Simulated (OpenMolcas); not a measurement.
## d3 ions of charge +4 down a group with 6 fluoride ligands in octahedral coordination

- Program: OpenMolcas
- Method: SS-CASPT2, IPEA 0.25 Eh, imaginary shift 0.1 Eh
- Spin-orbit coupling: RASSI with atomic mean-field integrals over the reference wave functions

The d shell is active; CASPT2 correlates the ligand valence shells and the outer metal core. Anionic complexes are neutralised by point charges behind the ligands. Distances were set from a Shannon-type radius of the metal (high-spin where two are listed) plus a fixed donor radius (F 1.31 Å). Ligand basis ANO-RCC-VTZP, DKH2 Hamiltonian. States (labels of O, the rotations of Oh). Energies in cm-1 above the lowest state or level, χT in cm3 K/mol. Spin-only χT is S(S+1) / 2 for the spin of the ground state.

```json
{"Ion": "Mn4+", "Shell": "3d3", "R (Å)": "1.84", "Metal basis": "ANO-RCC-VTZP", "Outer charge (e at Å behind ligand)": "0.33 at 2.4", "Ground state": "4A2", "First state of that spin": "4T2 23880", "First gap with spin-orbit (degeneracies)": "14320 (4, 4)", "χT at 300 K": "1.836", "First state of another spin": "2E 14340", "Spin-only χT": "1.875"}
{"Ion": "Tc4+", "Shell": "4d3", "R (Å)": "1.96", "Metal basis": "ANO-RCC-VTZP", "Outer charge (e at Å behind ligand)": "0.33 at 2.6", "Ground state": "4A2", "First state of that spin": "4T2 29490", "First gap with spin-orbit (degeneracies)": "10970 (4, 4)", "χT at 300 K": "1.760", "First state of another spin": "2E 11060", "Spin-only χT": "1.875"}
```

The rows also differ in their outer charges, so part of each step comes from that.

χT departs most from the spin-only value for Tc4+, by -0.115 cm3 K/mol.

Roots that are degenerate in the reference are averaged as groups; the widest CASPT2 spread within a group is 2200 cm-1 (the 3-fold group of multiplicity 2 near 83000 cm-1 above the lowest state of its run, Mn4+). Shifts and gaps below about the spread of the groups concerned are not significant. Over all roots computed the reference weight is 0.67 to 0.69 in Mn4+, 0.68 to 0.69 in Tc4+; a low but even weight reflects the number of correlated electrons. Ligand-to-metal charge-transfer states are missing. With no ligand orbital active B as a rule stays too high, so bands that hang on it stand too high and its fall with covalency is understated. With one d shell and no ligand orbital active, 10Dq can be off by a tenth or more. The least metal-like active orbital is 80 % on the metal (Löwdin) and no ligand orbital is active, so the numbers are rough (holds for Mn4+). The least metal-like active orbital is 74 % on the metal (Löwdin) and no ligand orbital is active, so the numbers are rough (holds for Tc4+). No measured value stands beside these numbers; the geometry is a model, was not optimised and need not be the one that this ion takes.
